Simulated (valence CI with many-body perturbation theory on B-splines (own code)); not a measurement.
# Ni²¹⁺: electric-dipole lines

Calculated by relativistic CI+MBPT: five valence electrons over a frozen Dirac-Fock core [He], radial functions for each j: 11 s, 11 p, 10 d, 8 f, 5 g, 2 h, with the one-electron correlation potential Σ1 (screened to all orders), the two-electron term Σ2, the three-electron term Σ3, Breit, model QED; selected single and double excitations, second order for the rest, scaled by the run's own slope (own B-spline code, finite nucleus).

No measured levels were compared; by estimate levels of excited configurations hold to 0.05 to 0.15 % of their energy, terms of the ground configuration to about 0.5 %. Among the levels kept, up to 5500 cm⁻¹ of a level comes from second order outside the variational space, and about a tenth of that is noise between levels of different J, which matters for small intervals.

Lines 201 to 250 of 597 in falling wavelength, among levels below 10435 × 10³ cm⁻¹, chosen from the strongest by gf and those to the six lowest levels. Wavelengths and rates use the calculated energies, so an error of 800 cm⁻¹ moves a line at 12.48 nm by 0.1 % and its rate by three times that or more. Electric multipoles are in the length gauge with retardation, E1 and E2 with the static RPA response of the core. Weak lines are less certain than strong ones. Lines between different terms over intervals too small for the method are left out, as are lines whose strength nearly cancels. The highest levels of a list are the least certain.

Names give the largest LS component (configuration and term), which can be under half, so a name can repeat, a term be missing and a line seem to break the LS rules; names also repeat where a configuration has a term twice. Letters in brackets count levels of one name in rising energy.

```tsv
λ vac (nm)	Upper	Lower	A (s⁻¹)	S (a.u.) with core polarisation	S without
12.48	2s.2p3.3p 4F_5/2	2s2.2p2.3p 4D°_3/2 [b]	6.85e+09	3.94e-02	3.96e-02
12.46	2s.2p3.3p 4F_9/2	2s2.2p2.3p 4D°_7/2	6.09e+09	5.82e-02	5.84e-02
12.46	2s.2p3.3d 4G°_9/2	2s2.2p2.3d 4F_7/2	5.74e+09	5.48e-02	5.51e-02
12.45	2s.2p4 2D_5/2	2s2.2p3 2P°_3/2	6.10e+09	3.48e-02	3.49e-02
12.43	2p5 2P°_1/2	2s.2p4 2P_1/2	3.19e+10	6.06e-02	6.08e-02
12.34	2s.2p3.3p 4F_7/2	2s2.2p2.3p 4D°_5/2	7.09e+09	5.26e-02	5.28e-02
12.29	2s.2p3.3s 4D°_5/2	2s2.2p2.3s 4P_3/2	1.57e+10	8.66e-02	8.69e-02
12.29	2s.2p3.3p 4D_7/2 [a]	2s2.2p2.3p 2D°_5/2 [a]	6.28e+09	4.61e-02	4.62e-02
12.29	2s.2p3.3p 4D_3/2 [a]	2s2.2p2.3p 2S°_1/2	1.08e+10	3.97e-02	3.98e-02
11.82	2p5 2P°_3/2	2s.2p4 2S_1/2	1.01e+10	3.31e-02	3.32e-02
11.79	2s.2p4 4P_5/2	2s2.2p3 4S°_3/2	1.34e+10	6.48e-02	6.50e-02
11.51	2s.2p3.3p 4P_3/2 [b]	2s2.2p2.3p 4P°_1/2	1.06e+10	3.20e-02	3.21e-02
11.45	2s.2p4 2D_3/2	2s2.2p3 2P°_1/2	2.74e+09	8.10e-03	8.13e-03
11.44	2s.2p3.3d 4F°_3/2 [a]	2s2.2p2.3d 4F_3/2	1.19e+10	3.53e-02	3.54e-02
10.99	2s.2p3.3s 4D°_3/2	2s2.2p2.3s 4P_1/2	1.44e+10	3.79e-02	3.80e-02
10.94	2s.2p3.3p 4D_3/2 [b]	2s2.2p2.3p 4D°_3/2 [a]	1.31e+10	3.39e-02	3.40e-02
10.83	2s.2p3.3p 4F_3/2	2s2.2p2.3p 4D°_1/2	1.59e+10	3.99e-02	4.01e-02
10.62	2p5 2P°_1/2	2s.2p4 2P_3/2	4.54e+10	5.36e-02	5.38e-02
10.61	2s.2p4 4P_3/2	2s2.2p3 4S°_3/2	2.16e+10	5.09e-02	5.10e-02
10.55	2s.2p3.3d 2F°_7/2 [b]	2s2.2p2.3d 2F_7/2 [b]	1.69e+10	7.84e-02	7.87e-02
10.53	2s.2p3.3d 4P°_3/2 [a]	2s2.2p2.3d 4F_5/2 [a]	1.53e+10	3.53e-02	3.54e-02
10.50	2s.2p3.3d 2G°_7/2 [b]	2s2.2p2.3d 2F_7/2 [d]	6.50e+09	2.97e-02	2.99e-02
10.50	2s.2p3.3d 4F°_9/2 [b]	2s2.2p2.3d 4F_9/2	1.56e+10	8.93e-02	8.97e-02
10.46	2s.2p3.3p 2D_5/2 [b]	2s2.2p2.3p 2F°_5/2	1.88e+10	6.39e-02	6.41e-02
10.46	2s.2p3.3d 2D°_5/2 [b]	2s2.2p2.3d 2D_5/2 [a]	9.03e+09	3.06e-02	3.07e-02
10.42	2s.2p3.3p 2F_5/2 [b]	2s2.2p2.3p 2D°_5/2 [b]	1.56e+10	5.22e-02	5.24e-02
10.38	2s.2p3.3p 4D_7/2 [b]	2s2.2p2.3p 4D°_7/2	2.27e+10	1.00e-01	1.01e-01
10.33	2s.2p4 4P_1/2	2s2.2p3 4S°_3/2	2.40e+10	2.62e-02	2.63e-02
10.32	2s.2p3.3d 2F°_7/2 [c]	2s2.2p2.3d 2F_7/2 [d]	2.53e+10	1.10e-01	1.10e-01
10.29	2s.2p3.3d 2D°_5/2 [b]	2s2.2p2.3d 2F_7/2 [b]	9.48e+09	3.06e-02	3.07e-02
10.29	2s.2p3.3s 4P°_5/2	2s2.2p2.3s 4P_5/2	2.58e+10	8.31e-02	8.34e-02
10.22	2s.2p3.3s 4P°_1/2	2s2.2p2.3s 4P_3/2	3.33e+10	3.51e-02	3.52e-02
10.21	2s.2p3.3d 4F°_7/2 [c]	2s2.2p2.3d 4F_7/2	9.97e+09	4.19e-02	4.21e-02
10.19	2s.2p3.3p 4S_3/2	2s2.2p2.3p 2D°_5/2 [a]	1.56e+10	3.25e-02	3.26e-02
10.16	2s.2p3.3p 4D_5/2 [b]	2s2.2p2.3p 4D°_5/2	1.60e+10	4.97e-02	4.98e-02
10.15	2s.2p3.3d 2G°_9/2 [b]	2s2.2p2.3d 2G_9/2	4.05e+10	2.09e-01	2.10e-01
10.14	2s.2p3.3p 4D_3/2 [c]	2s2.2p2.3p 4D°_3/2 [b]	1.94e+10	4.01e-02	4.02e-02
10.13	2p5 2P°_3/2	2s.2p4 2D_5/2	4.31e+10	8.85e-02	8.88e-02
10.11	2s.2p3.3s 2P°_3/2 [a]	2s2.2p2.3s 2P_3/2	3.20e+10	6.54e-02	6.56e-02
10.10	2s.2p3.3d 4D°_7/2 [c]	2s2.2p2.3d 2F_7/2 [a]	1.55e+10	6.30e-02	6.32e-02
10.10	2s.2p3.3p 2F_5/2 [b]	2s.2p3.3s 6S°_5/2 [b]	1.25e+10	3.81e-02	3.82e-02
10.09	2s.2p3.3p 2D_5/2 [d]	2s2.2p2.3p 2P°_3/2 [b]	1.97e+10	6.00e-02	6.02e-02
10.06	2s.2p4 2D_5/2	2s2.2p3 2D°_5/2	3.52e+10	1.06e-01	1.06e-01
10.05	2s.2p3.3s 4P°_3/2	2s2.2p2.3s 4P_3/2	1.90e+10	3.81e-02	3.82e-02
10.05	2s.2p3.3d 2P°_3/2 [a]	2s2.2p2.3d 2D_5/2 [a]	1.88e+10	3.77e-02	3.78e-02
10.03	2s.2p3.3d 2F°_5/2 [c]	2s2.2p2.3d 2D_5/2 [b]	1.65e+10	4.93e-02	4.95e-02
10.03	2s.2p3.3p 2F_5/2 [b]	2s.2p3.3s 6S°_5/2 [a]	1.24e+10	3.71e-02	3.73e-02
10.02	2s.2p3.3p 2F_7/2 [b]	2s2.2p2.3p 2F°_7/2	4.94e+10	1.96e-01	1.97e-01
10.01	2s.2p4 2P_3/2	2s2.2p3 2P°_3/2	9.76e+09	1.93e-02	1.94e-02
9.992	2s.2p3.3d 4P°_5/2 [b]	2s2.2p2.3d 4F_7/2	2.04e+10	6.04e-02	6.05e-02
```
